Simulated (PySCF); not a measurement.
## [Sm(H2CO)]3+ at several levels of theory

Computed with PySCF 2.14.0 (density fitting, no spin-orbit coupling) at the geometry relaxed with PBE0:

```xyz
5
[Sm(H2CO)]3+ (singlet in the valence; each metal's 4f electrons, 5 of them, lie in its core potential, out of spins and levels)
Sm    0.0000    0.0000   -0.2254
O     0.0000    0.0000    1.8960
C     0.0000    0.0000    3.1629
H     0.9711    0.0000    3.7073
H    -0.9711    0.0000    3.7073
```

```
level                                                              basis    state  HOMO (eV)  gap (eV)  charge on Sm1 (e)  population of f-type functions on Sm1 (polarisation alone where 4f lies in the core)  dipole about the centre of mass (D)  largest force component (eV/Å)
 PBE0      Sm lcecp-1-SVP with ECP51, O def2-SVP, C def2-SVP, H def2-SVP  singlet     -25.05      5.68               2.46                                                                                  0.03                                 4.47                            0.02
   HF                                                           the same  singlet     -28.53     13.06               2.62                                                                                  0.03                                 3.73                            0.90
 PBE0  Sm lcecp-1-TZVP with ECP51, O def2-TZVP, C def2-TZVP, H def2-TZVP  singlet     -25.01      5.72               2.53                                                                                  0.04                                 4.53                            0.35
```

In the lcecp rows the 4f levels are missing from HOMO and gap, and the state counts the valence alone.

Charges are Mulliken's, which hang on the basis. The relaxation used the grid (50, 194), these runs (75, 302) or, all-electron (x2c bases, spin-free X2C Hamiltonian), (99, 590).

Q: What does TPSSh with Sm lcecp-1-SVP with ECP51, O def2-SVP, C def2-SVP, H def2-SVP give here?

A: state singlet, HOMO (eV) -24.33, gap (eV) 4.56, charge on Sm1 (e) 2.45, population of f-type functions on Sm1 (polarisation alone where 4f lies in the core) 0.03, dipole about the centre of mass (D) 4.60, largest force component (eV/Å) 0.59. Time: 3.3 s on 2 threads of Arm Neoverse V1, on a shared host, from an already converged density.

In the first row's basis the gap widens with exact exchange: 4.6 to 5.7 eV for TPSSh, PBE0 (a fixed share); 13.1 eV for Hartree–Fock (rising or full at long range).

An lcecp potential fixes the number of 4f electrons, so in runs with it no electron can move into or out of that shell.
